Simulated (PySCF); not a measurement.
PySCF input file for SnHF3, SMILES [F][SnH]([F])[F], TDA-M06-2X/def2-SVPD. Geometry optimised at B3LYP-D3(BJ)/def2-SVP. The def2 effective core potentials stand for the cores of Sn; spin–orbit coupling is left out.

```python
import numpy as np
from pyscf import gto, scf, dft, tdscf

mol = gto.M(
    atom='''
    Sn   -0.00000000   -0.00000000    0.24250644
    F     1.52907482    0.88281176   -0.52090422
    F    -0.00000000   -1.76562352   -0.52090422
    F    -1.52907482    0.88281176   -0.52090422
    H    -0.00000000   -0.00000000    1.93909203
    ''',
    basis='def2-SVPD',
    ecp={'Sn': 'def2-svp'},
    charge=0,
    spin=0,
    symmetry=True,
    max_memory=1600,
    verbose=4,
)
mf = dft.RKS(mol, xc='m06-2x').density_fit(auxbasis='def2-universal-jkfit')
mf.grids.level = 4
mf.conv_tol = 1e-9
mf.max_cycle = 100
mf.kernel()
mf.grids = dft.Grids(mol).set(level=2).build(with_non0tab=True)  # coarser grid for the response kernel
td = tdscf.TDA(mf)
td.singlet = True
td.nstates = 10
td.conv_tol = 1e-4
td.kernel(x0=td.get_init_guess(mf, 15))
td.analyze()
tt = tdscf.TDA(mf)
tt.singlet = False
tt.nstates = 4
tt.conv_tol = 1e-4
tt.kernel(x0=tt.get_init_guess(mf, 9))
tt.analyze(verbose=3)
```

Log of the run:

```
PySCF version 2.14.0

[INPUT] verbose = 4
[INPUT] num. atoms = 5
[INPUT] num. electrons = 50
[INPUT] charge = 0
[INPUT] spin (= nelec alpha-beta = 2S) = 0
[INPUT] symmetry True subgroup None
[INPUT] Mole.unit = angstrom
[INPUT] Symbol           X                Y                Z      unit          X                Y                Z       unit  Magmom
[INPUT]  1 Sn     0.000000000000   0.000000000000   0.242506440000 AA    0.000000000000   0.000000000000   0.458270755043 Bohr   0.0
[INPUT]  2 F      1.529074820000   0.882811760000  -0.520904220000 AA    2.889532633769   1.668272445945  -0.984366312930 Bohr   0.0
[INPUT]  3 F      0.000000000000  -1.765623520000  -0.520904220000 AA    0.000000000000  -3.336544891891  -0.984366312930 Bohr   0.0
[INPUT]  4 F     -1.529074820000   0.882811760000  -0.520904220000 AA   -2.889532633769   1.668272445945  -0.984366312930 Bohr   0.0
[INPUT]  5 H      0.000000000000   0.000000000000   1.939092030000 AA    0.000000000000   0.000000000000   3.664352867027 Bohr   0.0

nuclear repulsion = 217.036912501085
point group symmetry = C3v, use subgroup Cs
symmetry origin: [0.00000000e+00 0.00000000e+00 2.18045319e-09]
symmetry axis x: [-5.20864576e-10  1.00000000e+00  1.28134811e-17]
symmetry axis y: [ 0.00000000e+00 -1.28134811e-17  1.00000000e+00]
symmetry axis z: [1.00000000e+00 5.20864576e-10 6.67408840e-27]
num. orbitals of irrep A' = 67
num. orbitals of irrep A" = 42
number of shells = 43
number of NR pGTOs = 176
number of NR cGTOs = 109
basis = def2-SVPD
ecp = {'Sn': 'def2-svp'}


[settings echo left out]
init E= -490.412159277369
HOMO (A') = -0.940066785799342  LUMO (A') = -0.683184455328828  gap/eV = 6.99012
cycle= 1 E= -513.459460806305  delta_E=  -23  |g|=  1.9  |ddm|= 8.22
HOMO (A") = -0.373418706162226  LUMO (A') = 0.0111831225697129  gap/eV = 10.46555
cycle= 2 E= -513.950651601457  delta_E= -0.491  |g|= 1.07  |ddm|= 6.26
HOMO (A') = -0.461174252120028  LUMO (A') = -0.0532296986681189  gap/eV = 11.10074
cycle= 3 E= -514.122667477782  delta_E= -0.172  |g|= 0.0344  |ddm|= 1.35
HOMO (A') = -0.467698091038933  LUMO (A') = -0.051379218565959  gap/eV = 11.32861
cycle= 4 E= -514.122890745842  delta_E= -0.000223  |g|= 0.0282  |ddm|= 0.0846
HOMO (A') = -0.468988070581482  LUMO (A') = -0.05155200193418  gap/eV = 11.35901
cycle= 5 E= -514.123021947591  delta_E= -0.000131  |g|= 0.00647  |ddm|= 0.0236
HOMO (A') = -0.4686763015401  LUMO (A') = -0.0513988918003534  gap/eV = 11.35470
cycle= 6 E= -514.123030856047  delta_E= -8.91e-06  |g|= 0.000506  |ddm|= 0.00706
HOMO (A') = -0.468623424607454  LUMO (A') = -0.0514185136859808  gap/eV = 11.35272
cycle= 7 E= -514.123030998165  delta_E= -1.42e-07  |g|= 9.68e-05  |ddm|= 0.00127
HOMO (A') = -0.468633105251218  LUMO (A') = -0.0514333994712644  gap/eV = 11.35258
cycle= 8 E= -514.123031004749  delta_E= -6.58e-09  |g|= 2.45e-05  |ddm|= 0.000275
HOMO (A') = -0.468629973599231  LUMO (A') = -0.0514308609838032  gap/eV = 11.35257
cycle= 9 E= -514.123031004999  delta_E= -2.5e-10  |g|= 3.11e-06  |ddm|= 5.21e-05
HOMO (A') = -0.468629652447827  LUMO (A') = -0.0514314814950083  gap/eV = 11.35254
Extra cycle  E= -514.123031005007  delta_E= -7.73e-12  |g|= 2.53e-06  |ddm|= 8.35e-06
converged SCF energy = -514.123031005007
tot grids = 54232


******** <class 'pyscf.tdscf.rks.TDA'> for <class 'pyscf.df.df_jk.DFSymAdaptedRKS'> ********
nstates = 10 singlet
deg_eia_thresh = 1.000e-03
wfnsym = None
conv_tol = 0.0001
eigh lindep = 1e-12
eigh level_shift = 0
eigh max_cycle = 100


Excitation energies (eV)
[8.16000052 8.2667486  8.26739781 8.29209336 8.5306955  8.53119647
 9.59669371 9.59741093 9.6928211  9.89173253]

** Singlet excitation energies and oscillator strengths **
Excited State   1:   A"      8.16000 eV    151.94 nm  f=0.0000
      24 -> 26       -0.65767
Excited State   2:   A'      8.26675 eV    149.98 nm  f=0.0048
      21 -> 26        0.33380
      22 -> 26       -0.52414
      25 -> 28       -0.21222
Excited State   3:   A"      8.26740 eV    149.97 nm  f=0.0048
      20 -> 26        0.33526
      23 -> 26       -0.52329
      25 -> 27       -0.21205
Excited State   4:   A'      8.29209 eV    149.52 nm  f=0.2608
      19 -> 26       -0.30132
      25 -> 26       -0.59609
Excited State   5:   A'      8.53070 eV    145.34 nm  f=0.0440
      18 -> 26        0.16259
      21 -> 26       -0.54423
      22 -> 26       -0.30666
      24 -> 27       -0.15167
Excited State   6:   A"      8.53120 eV    145.33 nm  f=0.0443
      17 -> 26       -0.16239
      20 -> 26        0.54331
      23 -> 26        0.30861
      24 -> 28       -0.15162
Excited State   7:   A'      9.59669 eV    129.19 nm  f=0.2087
      20 -> 27        0.11122
      21 -> 28       -0.11217
      22 -> 26       -0.18561
      24 -> 27        0.12647
      25 -> 28        0.63225
Excited State   8:   A"      9.59741 eV    129.19 nm  f=0.2084
      20 -> 28       -0.11215
      21 -> 27       -0.11166
      23 -> 26        0.18482
      24 -> 28        0.12583
      25 -> 27       -0.63248
Excited State   9:   A'      9.69282 eV    127.91 nm  f=0.1208
      19 -> 26       -0.43979
      22 -> 28       -0.29658
      23 -> 27       -0.29650
      25 -> 26        0.29176
Excited State  10:   A'      9.89173 eV    125.34 nm  f=0.0328
      18 -> 26       -0.50128
      21 -> 26       -0.17591
      22 -> 26       -0.13175
      24 -> 27        0.34713
      25 -> 28       -0.14997

** Transition electric dipole moments (AU) **
state          X           Y           Z        Dip. S.      Osc.
  1        -0.0026     -0.0000      0.0000      0.0000      0.0000
  2        -0.0000      0.1540     -0.0085      0.0238      0.0048
  3         0.1540      0.0000     -0.0000      0.0237      0.0048
  4         0.0000      0.0009      1.1330      1.2836      0.2608
  5         0.0000      0.4589     -0.0001      0.2106      0.0440
  6        -0.4603     -0.0000     -0.0000      0.2119      0.0443
  7         0.0000      0.9422      0.0039      0.8878      0.2087
  8        -0.9415     -0.0000     -0.0000      0.8864      0.2084
  9        -0.0000      0.0054     -0.7133      0.5088      0.1208
 10        -0.0000      0.3681      0.0004      0.1355      0.0328

WARN: ECP detected. Skipping calculation of transition velocity and magnetic dipole moments, which have not yet been implemented.



******** <class 'pyscf.tdscf.rks.TDA'> for <class 'pyscf.df.df_jk.DFSymAdaptedRKS'> ********
nstates = 4 triplet
deg_eia_thresh = 1.000e-03
wfnsym = None
conv_tol = 0.0001
eigh lindep = 1e-12
eigh level_shift = 0
eigh max_cycle = 100


Excitation energies (eV)
[6.64763209 7.70161483 7.71152959 7.7117038 ]

** Triplet excitation energies and oscillator strengths **
Excited State   1:   A'      6.64763 eV    186.51 nm  f=0.0000
Excited State   2:   A"      7.70161 eV    160.98 nm  f=0.0000
Excited State   3:   A"      7.71153 eV    160.78 nm  f=0.0000
Excited State   4:   A'      7.71170 eV    160.77 nm  f=0.0000
```

Self-consistency was reached.

Cost: about 2.5 core-minutes (a rough figure).
